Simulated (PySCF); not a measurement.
A structure optimised at PBE0-D3(BJ)/def2-SVP, used in a PySCF frequency run:

```xyz
13

Si    -1.3173    -0.8180    -0.1548
F     -2.9415    -0.6253    -0.1436
Si    -0.2292     1.2460     0.0818
Si     1.9625     0.4876     0.4223
N      1.9973    -1.0061    -0.4853
H     -0.9643    -1.4590    -1.4551
H     -0.9713    -1.7249     0.9770
H     -0.7605     2.0272     1.2411
H     -0.3739     2.0648    -1.1635
H      3.0230     1.4975     0.0885
H      2.1388     0.1121     1.8586
H      1.8751    -0.9650    -1.4925
H      2.7009    -1.7010    -0.2540
```
Charge 0, spin multiplicity 1.

**Question.** Write its SMILES and formula.

**Answer.** N[SiH2][SiH2][SiH2]F, FH8NSi3

**Question.** What are its rotational constants (standard atomic weights)?

**Answer.** 4.2141, 1.1689, 0.96865 GHz
